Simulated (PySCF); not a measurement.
Be(CN)2: computed shieldings and shifts

Be(CN)2, C2BeN2.

Bonds: Be1-C2 1.648 Å, Be1-C4 1.648 Å, C2-N3 1.162 Å, C4-N5 1.162 Å.

GIAO calculations in PySCF 2.14 on the PBE0-D3(BJ)/def2-SVP structure: isolated species, non-relativistic, equivalent atoms averaged; basis pcSseg-1.

Question: Give the isotropic shieldings (ppm) with B3LYP, PBE0.

Answer: 
```
             atoms             environment   B3LYP    PBE0
             N3/N5    nitrogen bonded to C  -119.8  -116.4
             C2/C4  carbon bonded to Be, N    50.8    53.3
               Be1        Be bonded to 2 C     104     106
HOMO–LUMO gap (eV)                       –    7.08    7.59
```

Question: And the chemical shifts, against references computed in the same way?

Answer: 
| atoms | nucleus, reference | B3LYP | PBE0 |
| --- | --- | --- | --- |
| N3/N5 | 15N, NH3 | 383.3 | 382.1 |
| C2/C4 | 13C, TMS | 128.4 | 131.1 |

Question: Which part of the shielding of N3/N5 depends on the functional?

Answer: Diamagnetic: B3LYP 337, PBE0 335 ppm; paramagnetic: B3LYP -456, PBE0 -452 ppm. The diamagnetic part, set mainly by inner electrons, hardly moves; the paramagnetic part goes with low-lying magnetically allowed excitations and carries the spread.

Question: What couplings does B3LYP/pcJ-1 give?

Answer: 1J(C2,N3) = -15.2, 2J(C2,C4) = 8.9 Hz (averaged over equivalent pairs; isotopes 13C, 15N).

Experimental scales use liquid or dissolved standards, which lie at an offset from isolated NH3 (liquid NH3: subtract about 20 ppm). Unscaled 15N shifts of sp2 nitrogen come out 20 to 40 ppm too high even then.
